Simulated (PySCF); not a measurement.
C4H9Cl, charge -1, doublet, at the geometry of the source list (a state made from the parent by changing its charge; the spin is typed, not shown lowest) (in this run its highest filled SCF level lies above zero, so its values depend strongly on the basis, on diffuse functions most of all). Base run: B3LYP/3-21G run with PySCF.

PySCF was given this input:
```python
from pyscf import gto, scf, dft

mol = gto.Mole()
mol.atom = '''
    C    -0.298700    1.426100   -0.009000
    C     0.031300   -0.019500    0.334200
    C     1.359800   -0.446300   -0.273500
    C    -1.094500   -0.959000   -0.073700
    Cl    0.199500   -0.124400    2.131600
    H    -0.408100    1.530000   -1.086400
    H    -1.227600    1.729700    0.466900
    H     0.494400    2.089500    0.326700
    H     2.161000    0.207800    0.060900
    H     1.602700   -1.465700    0.015500
    H     1.298100   -0.396300   -1.358500
    H    -1.226800   -0.923800   -1.152900
    H    -2.027400   -0.667200    0.401900
    H    -0.863800   -1.980900    0.216300
'''
mol.basis = '3-21g'
mol.charge = -1
mol.spin = 1
mol.verbose = 4
mol.build()

mf = dft.UKS(mol)
mf.xc = 'b3lyp'
mf.kernel()
```

Variants of this job, named by their change:

```tsv
change	ΔE vs base (µEh)	SCF cycles	<S^2>	outcome
base	0.0	11	0.752	converged
diis = off; damp = 0.3 (with mf.diis_start_cycle = 200; with mf.max_cycle = 150)	0.0	35	0.752	converged
init_guess = 1e	0.0	16	0.752	converged
init_guess = sap	0.0	20	0.752	converged
level_shift = 0.5 (with mf.max_cycle = 100)	0.0	55	0.752	converged
conv_tol_grad = 1e-7	0.0	15	0.752	converged
DIIS = EDIIS	-	50	-	not converged
level_shift = 0.1 (with mf.max_cycle = 100)	0.0	17	0.752	converged
level_shift = 1.0 (with mf.max_cycle = 100)	-	100	-	not converged
damp = 0.5; diis_start_cycle = 5	0.0	12	0.752	converged
conv_tol = 1e-4	5.5	6	0.751	converged
init_guess = atom	0.0	12	0.752	converged
conv_tol = 1e-11	0.0	13	0.752	converged
```

Open shells are given as the SCF converged; they aren't shown to be the lowest states, and a large step between rows can be another state.
